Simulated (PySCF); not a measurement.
## Correlation energy of C²⁺ (carbon, charge +2)

[He] 2s1 3d1, high-spin 3D determinant (an excited configuration). Computed with PySCF 2.14 in aug-cc-pVDZ-DK, with the spin-free X2C one-electron Hamiltonian (Gaussian nucleus). Frozen: 1s2; 2 electrons correlated.

With two correlated electrons CCSD is exact within the correlated space (frozen core and kept virtual orbitals).

| level | correlation energy (mhartree) |
| --- | --- |
| CCSD | -6.38 |

Diagnostics: T1 = 0.0019, D1 = 0.0031, largest double amplitude 0.095.

The outer electron is Rydberg-like, and this basis confines it to a smaller radius and binds it less than a complete one would.

Cost of the coupled-cluster step: roughly 0.12 core-seconds, for 2 correlated electrons.

Iterations:

```
CC2 = 0
CCSD nocc = (np.int64(2), np.int64(0)), nmo = (22, 22)
frozen orbitals [[0], [0]]
max_cycle = 100
direct = 0
conv_tol = 1e-08
conv_tol_normt = 1e-06
diis_space = 8
diis_start_cycle = 0
Init t2, MP2 energy = -0.00191678265660864
Init E_corr(UCCSD) = -0.00191678265665558
cycle = 1  E_corr(UCCSD) = -0.00306926464999908  dE = -0.00115248199  norm(t1,t2) = 0.0269289
cycle = 2  E_corr(UCCSD) = -0.00387100633080996  dE = -0.000801741681  norm(t1,t2) = 0.0204434
cycle = 3  E_corr(UCCSD) = -0.00635166884863512  dE = -0.00248066252  norm(t1,t2) = 0.0157324
cycle = 4  E_corr(UCCSD) = -0.00635613709425186  dE = -4.46824562e-06  norm(t1,t2) = 0.00189029
cycle = 5  E_corr(UCCSD) = -0.0064015845506951  dE = -4.54474564e-05  norm(t1,t2) = 0.000553562
cycle = 6  E_corr(UCCSD) = -0.00637783805955458  dE = 2.37464911e-05  norm(t1,t2) = 0.000112057
cycle = 7  E_corr(UCCSD) = -0.00638403038558268  dE = -6.19232603e-06  norm(t1,t2) = 3.89292e-05
cycle = 8  E_corr(UCCSD) = -0.00638403842142031  dE = -8.03583763e-09  norm(t1,t2) = 1.76644e-06
cycle = 9  E_corr(UCCSD) = -0.00638403754264393  dE = 8.78776385e-10  norm(t1,t2) = 1.50301e-06
cycle = 10  E_corr(UCCSD) = -0.00638404870374981  dE = -1.11611059e-08  norm(t1,t2) = 1.57389e-06
cycle = 11  E_corr(UCCSD) = -0.00638398520166374  dE = 6.35020861e-08  norm(t1,t2) = 1.61268e-06
cycle = 12  E_corr(UCCSD) = -0.00638398461610429  dE = 5.85559455e-10  norm(t1,t2) = 5.70024e-08
UCCSD converged
E(UCCSD) = -35.24398554005909  E_corr = -0.006383984616104289
```
